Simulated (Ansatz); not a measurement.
H6OSSi2, SMILES `O[SiH]([SiH3])S`. The species carries charge 0 and has multiplicity 1.

```xyz
10

O    -1.799   -0.691   -0.021
Si   -0.173   -0.559   -0.247
Si    0.340    1.707   -0.015
S     0.961   -1.655    1.211
H    -2.158   -1.569    0.125
H     0.233   -1.121   -1.565
H     1.743    1.931   -0.452
H     0.207    2.102    1.413
H    -0.568    2.546   -0.841
H     1.214   -2.690    0.393
```

(1) List the harmonic frequencies (cm⁻¹, unscaled) at PBE0-D4/def2-TZVP in Ansatz. (Estimate.)

(2) Is this a minimum?

(3) Give the ideal-gas thermochemistry at 298.15 K and 1 bar (rigid rotor, harmonic oscillator; point group C1, symmetry number 1).

(4) And at 400, 500, 600, 800 and 1000 K?

Answers

(1) The calculation gave: 86, 110, 149, 178, 190, 284, 404, 493, 508, 532, 703, 761, 819, 835, 868, 924, 935, 939, 2197, 2220, 2232, 2232, 2718, 3902.

(2) Yes, all 24 modes are real.

(3) Zero-point energy 150.8 kJ/mol; H(298) − E = 174.5 kJ/mol; entropy 366.9 J/(mol·K), of which translation 167.5, rotation 115.3, vibration 84.0; G(298) − E = 65.1 kJ/mol. Modes under 100 cm⁻¹ are hindered rotations or soft bends, so the harmonic entropy is rough.

(4) 
```
T (K)  H − E (kJ/mol)  S (J/mol/K)  G − E (kJ/mol)
  400           187.9        405.4            25.7
  500           202.7        438.3           -16.5
  600           218.7        467.4           -61.8
  800           253.4        517.2          -160.4
 1000           290.7        558.9          -268.1
```
